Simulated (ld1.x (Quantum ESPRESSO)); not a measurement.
# Al (Z = 13): ultrasoft pseudisation with PBEsol, scalar-relativistic reference atom.

ld1.x (Quantum ESPRESSO) 7.5 was run on this input:

```
&input
   title='Al', zed=13., rel=1, dft='PBESOL', iswitch=3,
   config='[Ne] 3s2 3p1',
   nld=2, rlderiv=2.65, eminld=-3.0, emaxld=5.0, deld=0.02
 /
 &inputp
   pseudotype=3, tm=.true., lloc=-1, rcloc=1.85,
   nlcc=.false.,
   file_pseudopw='Al.UPF', file_wfcaegen='ae.wfc', file_wfcncgen='nc.wfc', file_beta='beta', file_chi='chi', file_wfcusgen='us.wfc'
 /
4
3S  1  0   2.00   0.00  1.30  1.70  0.0
3S  1  0   0.00   0.05  1.30  1.70  0.0
3P  2  1   1.00   0.00  1.85  2.45  0.0
3P  2  1   0.00   0.80  1.85  2.45  0.0
 &test
   configts(1)='3s2 3p1'
 /
```

Command:

```bash
ld1.x < Al.in > Al.out
```

The program printed (shortened: banner, matrices, multipoles, cross overlaps and the repeated all-electron block are left out):

```
Program LD1 v.7.5
     --------------------------- All-electron run ----------------------------

     Al
     scalar relativistic calculation

     atomic number is 13.00
     dft =PBESOL   lsd =0 sic =0 latt =0  beta=0.20 tr2=1.0E-14
     Exchange-correlation= PBESOL
                           (   1   4  10   8   0   0   0)
     mesh =1135 r(mesh) = 100.48924 a.u. xmin = -7.00 dx = 0.01250
     1 Ry =  13.60569312 eV, c = 137.03599908

     n l     nl                  e(Ry)          e(Ha)          e(eV)
     1 0     1S 1( 2.00)      -110.8237       -55.4118     -1507.8330
     2 0     2S 1( 2.00)        -7.9266        -3.9633      -107.8472
     2 1     2P 1( 6.00)        -5.1111        -2.5555       -69.5394
     3 0     3S 1( 2.00)        -0.5670        -0.2835        -7.7149
     3 1     3P 1( 1.00)        -0.1977        -0.0988        -2.6895

     final scf error:  3.9E-15 reached in  22 iterations

     Etot =    -484.392823 Ry,    -242.196412 Ha,   -6590.500101 eV

     Ekin =     485.151537 Ry,     242.575769 Ha,    6600.822933 eV
     Encl =   -1159.476966 Ry,    -579.738483 Ha,  -15775.487787 eV
     Eh   =     225.781606 Ry,     112.890803 Ha,    3071.915248 eV
     Exc  =     -35.849000 Ry,     -17.924500 Ha,    -487.750496 eV

     normalization and overlap integrals

     s(1S/1S) =  1.000000  <r> =   0.1204  <r2> =    0.0195  r(max) =   0.0789
     s(2S/2S) =  1.000000  <r> =   0.6270  <r2> =    0.4716  r(max) =   0.4954
     s(2P/2P) =  1.000000  <r> =   0.6039  <r2> =    0.4639  r(max) =   0.4264
     s(3S/3S) =  1.000000  <r> =   2.5469  <r2> =    7.5760  r(max) =   2.0856
     s(3P/3P) =  1.000000  <r> =   3.4340  <r2> =   14.2108  r(max) =   2.6447

     ------------------------ End of All-electron run ------------------------

     --------------------- Generating US pseudopotential ---------------------

      Generating local potential from pseudized AE potential:
      Matching radius rcloc =   1.8500

      Local pseudo, rcloc= 1.841 Estimated cut-off energy=     6.99 Ry

      Wfc   3S  rcut= 1.297  Using Troullier-Martins method
      Wfc-us  3S rcutus= 1.708  Estimated cut-off energy=    14.30 Ry

      Wfc   3S  rcut= 1.297  Using Troullier-Martins method
      Wfc-us  3S rcutus= 1.708  Estimated cut-off energy=    15.07 Ry

      Wfc   3P  rcut= 1.841  Using Troullier-Martins method
      Wfc-us  3P rcutus= 2.423  Estimated cut-off energy=    12.58 Ry

      Wfc   3P  rcut= 1.841  Using Troullier-Martins method
      Wfc-us  3P rcutus= 2.423  Estimated cut-off energy=    14.81 Ry

     ------------------- End of pseudopotential generation -------------------

     Computing logarithmic derivative in   2.66131
     Computing logarithmic derivative in   2.66131
     Computing the partial wave expansion
     R is outside the sphere for l=    0 j= 0.00
     R is outside the sphere for l=    0 j= 0.00
     R is outside the sphere for l=    1 j= 0.00
     R is outside the sphere for l=    1 j= 0.00

     ---------------------- Testing the pseudopotential ----------------------

     Al
     scalar relativistic calculation

     atomic number is 13.00   valence charge is  3.00
     dft =PBESOL   lsd =0 sic =0 latt =0  beta=0.20 tr2=1.0E-14
     mesh =1135 r(mesh) = 100.48924 xmin = -7.00 dx = 0.01250

     n l     nl             e AE (Ry)        e PS (Ry)    De AE-PS (Ry)
     1 0     3S   1( 2.00)       -0.56703       -0.56703        0.00000
     2 1     3P   1( 1.00)       -0.19767       -0.19768        0.00000

     eps = 5.7E-16  iter =  3

     Etot =    -484.392823 Ry,    -242.196412 Ha,   -6590.500101 eV
     Etotps =    -3.867063 Ry,      -1.933531 Ha,     -52.614068 eV

     Ekin =       1.293838 Ry,       0.646919 Ha,      17.603560 eV
     Encl =      -7.610871 Ry,      -3.805435 Ha,    -103.551170 eV
     Ehrt =       2.884479 Ry,       1.442240 Ha,      39.245341 eV
     Ecxc =      -1.179784 Ry,      -0.589892 Ha,     -16.051784 eV
     Epseu=       0.745275 Ry,       0.372638 Ha,      10.139985 eV

     ---------------------- End of pseudopotential test ----------------------
```

Generation and configuration tests took about 1.3 s on one core of a shared server CPU.

Transferability test of the new file with ld1.x, input:

```
&input
   title='Al', zed=13., rel=1, dft='PBESOL', iswitch=2,
   config='[Ne] 3s2 3p1'
 /
 &test
   file_pseudo='Al.UPF', nconf=8,
   configts(1)='3s2 3p1',
   configts(2)='3s2 3p0',
   configts(3)='3s1 3p0',
   configts(4)='3s2 3p0.5',
   configts(5)='3s0 3p3',
   configts(6)='3s1 3p2',
   configts(7)='3s2 3p1.3',
   configts(8)='3s1 3p1'
 /
```

```bash
ld1.x < Al.test.in > Al.test.out
```

Pseudopotential blocks of its output, shortened (energy terms left out):

```
     ---------------------- Testing the pseudopotential ----------------------

     n l     nl             e AE (Ry)        e PS (Ry)    De AE-PS (Ry)
     1 0     3S   1( 2.00)       -0.56703       -0.56703        0.00000
     2 1     3P   1( 1.00)       -0.19767       -0.19768        0.00000

     eps = 4.9E-16  iter =  3

     Etot =    -484.392823 Ry,    -242.196412 Ha,   -6590.500101 eV
     Etotps =    -3.867063 Ry,      -1.933531 Ha,     -52.614068 eV

     ---------------------- End of pseudopotential test ----------------------

          ---------------------- Testing the pseudopotential ----------------------

     n l     nl             e AE (Ry)        e PS (Ry)    De AE-PS (Ry)
     1 0     3S   1( 2.00)       -1.08588       -1.08626        0.00038
     2 1     3P   1( 0.00)       -0.66343       -0.66332       -0.00011

     eps = 1.3E-15  iter = 11

     Etot =    -483.971232 Ry,    -241.985616 Ha,   -6584.764058 eV
     Etotps =    -3.445481 Ry,      -1.722740 Ha,     -46.878151 eV
     dEtot_ae =       0.421591 Ry
     dEtot_ps =       0.421582 Ry,   Delta E=       0.000009 Ry

     ---------------------- End of pseudopotential test ----------------------

          ---------------------- Testing the pseudopotential ----------------------

     n l     nl             e AE (Ry)        e PS (Ry)    De AE-PS (Ry)
     1 0     3S   1( 1.00)       -1.73825       -1.73577       -0.00248
     2 1     3P   1( 0.00)       -1.25982       -1.25919       -0.00063

     eps = 3.3E-15  iter =  9

     Etot =    -482.562231 Ry,    -241.281115 Ha,   -6565.593628 eV
     Etotps =    -2.036861 Ry,      -1.018430 Ha,     -27.712903 eV
     dEtot_ae =       1.830592 Ry
     dEtot_ps =       1.830202 Ry,   Delta E=       0.000390 Ry

     ---------------------- End of pseudopotential test ----------------------

          ---------------------- Testing the pseudopotential ----------------------

     n l     nl             e AE (Ry)        e PS (Ry)    De AE-PS (Ry)
     1 0     3S   1( 2.00)       -0.81266       -0.81285        0.00019
     2 1     3P   1( 0.50)       -0.41715       -0.41714       -0.00001

     eps = 7.3E-15  iter = 11

     Etot =    -484.240419 Ry,    -242.120209 Ha,   -6588.426536 eV
     Etotps =    -3.714653 Ry,      -1.857326 Ha,     -50.540427 eV
     dEtot_ae =       0.152404 Ry
     dEtot_ps =       0.152410 Ry,   Delta E=      -0.000006 Ry

     ---------------------- End of pseudopotential test ----------------------

          ---------------------- Testing the pseudopotential ----------------------

     n l     nl             e AE (Ry)        e PS (Ry)    De AE-PS (Ry)
     1 0     3S   1( 0.00)       -0.67831       -0.66853       -0.00979  !
     2 1     3P   1( 3.00)       -0.28420       -0.28404       -0.00016

     eps = 2.3E-15  iter = 11

     Etot =    -483.628053 Ry,    -241.814026 Ha,   -6580.094872 eV
     Etotps =    -3.108187 Ry,      -1.554094 Ha,     -42.289041 eV
     dEtot_ae =       0.764770 Ry
     dEtot_ps =       0.758875 Ry,   Delta E=       0.005895 Ry

     ---------------------- End of pseudopotential test ----------------------

          ---------------------- Testing the pseudopotential ----------------------

     n l     nl             e AE (Ry)        e PS (Ry)    De AE-PS (Ry)
     1 0     3S   1( 1.00)       -0.62700       -0.62506       -0.00194
     2 1     3P   1( 2.00)       -0.24428       -0.24448        0.00020

     eps = 7.3E-15  iter = 18

     Etot =    -484.016592 Ry,    -242.008296 Ha,   -6585.381214 eV
     Etotps =    -3.491703 Ry,      -1.745852 Ha,     -47.507046 eV
     dEtot_ae =       0.376231 Ry
     dEtot_ps =       0.375359 Ry,   Delta E=       0.000872 Ry

     ---------------------- End of pseudopotential test ----------------------

          ---------------------- Testing the pseudopotential ----------------------

     n l     nl             e AE (Ry)        e PS (Ry)    De AE-PS (Ry)
     1 0     3S   1( 2.00)       -0.43789       -0.43781       -0.00008
     2 1     3P   1( 1.30)       -0.08329       -0.08329       -0.00000

     eps = 1.6E-15  iter =  9

     Etot =    -484.434579 Ry,    -242.217289 Ha,   -6591.068215 eV
     Etotps =    -3.908819 Ry,      -1.954410 Ha,     -53.182196 eV
     dEtot_ae =      -0.041756 Ry
     dEtot_ps =      -0.041757 Ry,   Delta E=       0.000001 Ry

     ---------------------- End of pseudopotential test ----------------------

          ---------------------- Testing the pseudopotential ----------------------

     n l     nl             e AE (Ry)        e PS (Ry)    De AE-PS (Ry)
     1 0     3S   1( 1.00)       -1.14333       -1.14173       -0.00160
     2 1     3P   1( 1.00)       -0.71458       -0.71499        0.00041

     eps = 7.5E-15  iter = 16

     Etot =    -483.545583 Ry,    -241.772791 Ha,   -6578.972813 eV
     Etotps =    -3.020347 Ry,      -1.510174 Ha,     -41.093918 eV
     dEtot_ae =       0.847240 Ry
     dEtot_ps =       0.846715 Ry,   Delta E=       0.000525 Ry

     ---------------------- End of pseudopotential test ----------------------
```
